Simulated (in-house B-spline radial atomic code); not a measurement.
## Ionising neutral selenium with different functionals

Computed with a B-spline radial code for spherical atoms: non-relativistic Hamiltonian, point nucleus, spin-polarised at highest spin, spherical fractional occupations for the functionals, the average over the highest-spin determinants for Hartree-Fock. The ionisation energy is the difference of two self-consistent energies, [Ar] 3d10 4s2 4p4 → [Ar] 3d10 4s2 4p3, without Breit or QED terms; ε is the level of the shell that loses the electron (its least bound occupied spin orbital). There is no spin-orbit coupling in this Hamiltonian.

Hybrids are left out here: with spherical fractional occupations of an open shell their exact exchange keeps a self-interaction that integer-occupation calculations don't have.

```
           method          rung  ΔSCF (eV)  -ε(4p) (eV)
     Hartree-Fock  Hartree-Fock       8.41         9.13
         LDA VWN5           LDA       9.93         5.93
         LDA PW92           LDA       9.93         5.94
LDA exchange-only           LDA       8.28         4.51
              PBE           GGA       9.55         5.65
           PBEsol           GGA       9.56         5.66
             BLYP           GGA       9.65         5.64
             RPBE           GGA       9.44         5.57
             PW91           GGA       9.63         5.71
             BP86           GGA       9.76         5.82
             AM05           GGA       9.53         5.62
             OLYP           GGA       9.27         5.40
             TPSS      meta-GGA       9.48         5.62
             SCAN      meta-GGA       9.35         5.61
           r2SCAN      meta-GGA       9.33         5.62
          revTPSS      meta-GGA       9.47         5.62
```

How do they compare with the NIST value?

NIST lists 9.752 eV (measured, ground level to ground level). Errors run from -1.47 to +0.18 eV; BP86 is closest (+0.01 eV), but part of that can be cancellation, since the calculations leave out relativity, Breit-QED terms, multiplet and fine-structure energies. Hartree-Fock also lacks correlation.
